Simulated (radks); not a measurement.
Results of a calculation; reference values are marked as such.
Q: The mean radii <r> (bohr) of the occupied orbitals of an atom or ion are listed with their occupations. Level of theory: scalar-relativistic Kohn-Sham, XLYP, spin-unpolarised, spherical densities, finite nucleus; Fermi nuclear charge, rms radius of each element as measured or else 0.836 A^(1/3) + 0.57 fm (a radial shooting solver on a logarithmic mesh with Libxc functionals).

| orbital | occ. | <r> |
|---|---|---|
| 1s | 2 | 0.03609 |
| 2s | 2 | 0.1580 |
| 2p | 6 | 0.1377 |
| 3s | 2 | 0.4433 |
| 3p | 6 | 0.4458 |
| 3d | 10 | 0.4329 |
| 4s | 2 | 1.145 |
| 4p | 6 | 1.272 |
| 4d | 2 | 1.728 |

Name the element and its charge.

A: Z = 41, niobium, charge +3: Nb3+ in [Kr] 4d2. The 1s radius gives Z: for a bare nucleus <r> = (2 gamma + 1)/(2Z) with gamma = sqrt(1 - (Z/c)^2), 0.03547 bohr for Z = 41, and screening makes it slightly larger (0.03609 here). The occupations add up to 38, and the charge is Z minus that.
